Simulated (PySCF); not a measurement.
Compound: C4H10N2Si2.
Z-matrix (Å and degrees, PBE0-D3(BJ)/def2-SVP geometry), rows numbered from 1:
```
Si
C   1  1.9006
C   2  1.4900  1  112.32
C   3  1.3760  2  131.44  1    85.62
N   4  1.3692  3  110.93  2  -177.13
C   5  1.3023  4  105.37  3     0.37
N   6  1.3793  5  112.73  4     0.04
Si  7  1.7763  3  128.28  2    -6.36
H   1  1.4942  2  110.03  3    57.48
H   1  1.4964  2  110.29  3   177.61
H   1  1.4925  2  109.23  3   -62.28
H   2  1.1036  1  109.45  3  -124.78
H   2  1.1015  1  107.62  3   120.74
H   4  1.0897  3  127.19  2     3.09
H   6  1.0909  5  125.73  4  -179.75
H   8  1.4868  7  105.32  3  -178.97
H   8  1.4903  7  109.86  3   -59.47
H   8  1.4888  7  110.16  3    61.08
```

NICS = −σ at a ghost point: NICS(0) at the centroid of the ring atoms, NICS(1) 1 Å to either side along the normal of their mean plane, zz for the tensor component along that normal. Level: GIAO KT3/pcSseg-1 (PySCF, non-relativistic, gas phase) on the PBE0-D3(BJ)/def2-SVP geometry, one conformer.

Ring bond lengths (Å): C3–C4 1.376, C4–N5 1.369, N5–C6 1.302, C6–N7 1.379, N7–C3 1.389.

**Question.** Give the NICS values of each ring in ppm.

**Answer.** 
```tsv
ring	type	NICS(0)	NICS(1), two faces	NICS(1)zz, two faces	rms pucker (Å)	centre to ring atoms, mean (Å)
C3–C4–N5–C6–N7	5-membered ring with 2 N; formal bonds all aromatic	-12.3	-10.4 / -10.5	-27.5 / -28.0	0.00	1.16
```

**Question.** What do they say, and how far can they be read as aromaticity?

**Answer.** 
- C3–C4–N5–C6–N7: mean NICS(1)zz -27.8 ppm, shielded. For a flat ring without four-coordinate atoms the NICS criterion counts such a value as aromatic.

**Question.** And the bond-length index? Use HOMA with the parameters of Krygowski (1993).

**Answer.** 
- C3–C4–N5–C6–N7: HOMA 0.86; the largest term is that of N7–C3, α(R − Ropt)² = 0.29. The geometric and the magnetic index point the same way.

**Question.** What is the mean of the two in-plane components of NICS at the first NICS(1) probe listed for ring C3–C4–N5–C6–N7, 1 Å off the ring?

**Answer.** The isotropic value is a third of the trace: (3 × -10.4 − (-27.5))/2 = -1.9 ppm.

**Question.** Give the inner angles of the rings.

**Answer.** 
- C3–C4–N5–C6–N7: C3 105.3°, C4 110.9°, N5 105.4°, C6 112.7°, N7 105.7°; sum 540.0° against 540° for a flat convex ring.

**Question.** How do the values depend on the level or the medium?

**Answer.** 
```
             level  NICS(0), C3–C4–N5–C6–N7  mean NICS(1)zz, C3–C4–N5–C6–N7
 KT3/pcSseg-1, gas                    -12.3                           -27.8
PBE0/pcSseg-1, gas                    -11.8                           -28.2
```

The geometry is the same throughout.
